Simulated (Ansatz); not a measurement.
This geometry of C$_{4}$H$_{5}$Br (10 atoms, charge 0, multiplicity 1) is a first-order saddle point.

Computed with Ansatz 0.2.0, RKS PBE0-D4/def2-SVP.

```xyz
10
Properties=species:S:1:pos:R:3
C -0.846 -1.307 0.922
C 0.200 -0.871 0.218
C 0.562 0.556 0.056
C 0.286 1.246 -1.051
Br 0.750 3.050 -1.285
H -1.055 -2.376 1.019
H -1.529 -0.614 1.421
H 0.861 -1.603 -0.265
H 1.090 1.052 0.879
H -0.235 0.818 -1.911
```

(1) Which two structures does it join? (They come from a converged band through this point; their orientation in space is the band's.)

(2) How far does it lie above each of them?

Answers

(1) No bond is made or broken. The dihedral H8–C2–C3–H9 goes from 180 to -29°.

Image 0:

```xyz
10
Properties=species:S:1:pos:R:3
C -0.647 -1.302 1.246
C -0.177 -0.776 0.106
C 0.157 0.627 -0.063
C 0.622 1.129 -1.215
Br 1.052 2.934 -1.454
H -0.886 -2.365 1.325
H -0.807 -0.684 2.135
H -0.030 -1.425 -0.766
H 0.016 1.290 0.797
H 0.784 0.520 -2.108
```

Image 10:

```xyz
10
Properties=species:S:1:pos:R:3
C -0.840 -1.395 0.363
C 0.403 -0.905 0.261
C 0.761 0.503 0.087
C 0.003 1.392 -0.565
Br 0.459 3.201 -0.740
H -1.017 -2.468 0.467
H -1.718 -0.742 0.363
H 1.248 -1.600 0.328
H 1.721 0.830 0.500
H -0.936 1.133 -1.060
```

(2) 0.32 eV above the first and 0.18 eV above the second. This is the barrier of this one path; another mechanism may lie lower.

The run took 2.7 min on 2 threads of Arm Neoverse V2, with other jobs on the host, peak memory 0.28 GiB.
